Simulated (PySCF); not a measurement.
**Computed spin Hamiltonian**

C6H5F2 (doublet state).
SMILES with atom numbers: `[F:1][C:2]1=[CH:3][C:4]([F:5])=[CH:6][CH2:7][CH:8]1` (hydrogens: H9 on C3; H10 on C6; H11, H12 on C7; H13 on C8)

Level of theory: UKS B3LYP, pcH-1 on C F H, non-relativistic, mean-field spin-orbit, GIAO in PySCF. Geometry: GFN2-xTB; no solvent, vibrations or thermal averaging. A GFN2-xTB geometry isn't a minimum of the functional, and hyperfine couplings can be far from their values at a DFT geometry. No stability test was run, so a lower SCF solution isn't excluded. ⟨S²⟩ is 0.784 where a pure state has 0.75.

```json
{"g1, g2, g3": "2.00217, 2.00250, 2.00254", "g_iso": "2.00240", "Form of g": "close to axial: the two nearest values differ by 8 % of g3 − g1", "⟨S²⟩": "0.7839 (exact 0.7500)", "Basis functions": "250"}
```

Hyperfine couplings atom by atom, in MHz; T1 to T3 are the principal values of the dipolar part; ρ(0) is the spin density at the nucleus:

```csv
atom,isotope,a_iso,T1,T2,T3,Mulliken spin population,ρ(0) (bohr⁻³)
F1,19F,-25.7,-65.7,24.4,41.3,-0.01,-0.0061
C2,13C,-42.2,-24.6,11.0,13.6,-0.18,-0.0375
C3,13C,46.9,-43.9,-41.8,85.8,0.54,0.0418
C4,13C,-42.2,-24.6,11.0,13.6,-0.18,-0.0375
F5,19F,-25.7,-65.7,24.4,41.3,-0.01,-0.0061
C6,13C,36.2,-34.3,-32.4,66.7,0.43,0.0322
C7,13C,-33.5,-1.8,-0.6,2.5,-0.08,-0.0298
C8,13C,36.2,-34.3,-32.5,66.8,0.43,0.0322
H9,1H,-36.0,-21.4,0.0,21.3,-0.02,-0.0081
H10,1H,-27.7,-16.1,-1.2,17.3,-0.02,-0.0062
H11,1H,161.2,-4.2,-0.8,5.0,0.06,0.0361
H12,1H,160.3,-4.2,-0.8,5.0,0.06,0.0359
H13,1H,-27.7,-16.1,-1.2,17.3,-0.02,-0.0062
```

Largest spin populations (Mulliken): C3 (+0.54), C8 (+0.43), C6 (+0.43) and C2 (-0.18). Three atoms exceed +0.15. The positive populations add up to 1.52 and the negative ones to -0.52, together 2S = 1. The angles at C3 add up to 360.0°, so it is planar.

The SMILES `FC1=CC(F)=CC[CH]1` draws the unpaired electron on C8, whose computed spin population is only +0.43.

Axes: g3 points within 1° of the C3–H9 bond.

Under fast tumbling the dipolar parts average out, and these isotropic splittings remain: 2 × 1H (H11/H12, I = 1/2, 3 lines) with 5.74 mT, 1 × 1H (H9, I = 1/2, 2 lines) with 1.29 mT, 2 × 1H (H10/H13, I = 1/2, 3 lines) with 0.99 mT and 2 × 19F (F1/F5, I = 1/2, 3 lines) with 0.92 mT.

Class means assume fast exchange of nuclei equivalent by connectivity; if that motion is slow, each nucleus keeps its own coupling.

The 13C coupling of C3 (46.9 MHz) shows only in satellite lines or after enrichment, since that isotope makes up about 1.07 % of natural carbon.

β density exceeds α density at some nuclei, such as C2/C4 (-0.0375), C7 (-0.0298) and H9 (-0.0081), spin density in bohr⁻³. In a single determinant that takes different orbitals for the two spins, that is spin polarisation.
